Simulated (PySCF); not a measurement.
Fe: excitation energy

Fe [Ar] 3d6 4s2 (5D) → Fe [Ar] 3d8 (3F), as a difference of total energies. Computed with PySCF 2.14 in dyall-av2z, with no relativity, point nucleus. Correlated levels: valence: [Ar] frozen; virtual orbitals above 40 to 60 times the deepest correlated orbital energy dropped. The calculations carry no spin-orbit coupling.

```json
{"method": "UHF", "excitation energy (cm⁻¹)": "60049"}
{"method": "MP2 (valence)", "excitation energy (cm⁻¹)": "25860"}
{"method": "SCS-MP2 (valence)", "excitation energy (cm⁻¹)": "27088"}
{"method": "CCSD (valence)", "excitation energy (cm⁻¹)": "38647"}
{"method": "CCSD(T) (valence)", "excitation energy (cm⁻¹)": "35133"}
```

These non-relativistic numbers lack the scalar-relativistic shift.

Errors of the correlated levels include the incompleteness of this basis and the frozen core.

The coupled-cluster amplitudes are large for the upper state (T1 above 0.03 or a double amplitude above 0.15), so a single reference is strained.

For comparison: 32863 cm⁻¹ (measured; NIST levels, between the centres of gravity of the two terms).
